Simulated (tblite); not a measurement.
Q: What does the GFN2-xTB structure of `O[SiH]CC(F)(F)F` [radical] look like in three dimensions? (Doublet state.)

A: 
Z-matrix in Å and degrees, rows numbered from 1:
```
O 
Si  1  1.6140
C   2  1.9237  1  110.99
C   3  1.4950  2  109.22  1   -66.71
F   4  1.3515  3  112.48  2    58.36
F   4  1.3461  3  113.79  2   178.46
F   4  1.3455  3  112.78  2   -60.84
H   1  0.9605  2  124.82  3    53.72
H   2  1.4569  1  112.85  3  -123.91
H   3  1.0894  2  112.23  1    52.54
H   3  1.0875  2  111.81  1   174.38
```

Si2 (silicon bonded to C, O and H) is pyramidal (angles 112.8°, 111.0° and 109.9°, sum 333.8°, 0.50 Å off the plane of its three neighbours). Of the pairs four or more bonds apart, F5···H8 is among the closest relative to their van der Waals radii: 2.50 Å, 94 % of the sum of Bondi's values. O1 (oxygen bonded to Si and H) is bent (angle 124.8°).

Structure optimised with GFN2-xTB, isolated species. This method treats the open shell by occupation alone, without spin polarisation.

Point group: C1 (no symmetry element, even within 0.4 Å). Its GFN2-xTB frequencies are all real (lowest 38 cm⁻¹). Torsions: H–O1–Si2–C3 54°, O1–Si2–C3–C4 -67°. 3 starts were optimised and ended at 0.00, 1.68 and 1.72 kcal/mol (GFN2-xTB); the lowest of these is shown.

One conformer stands for the species.

The numbers are calculated, not measured.
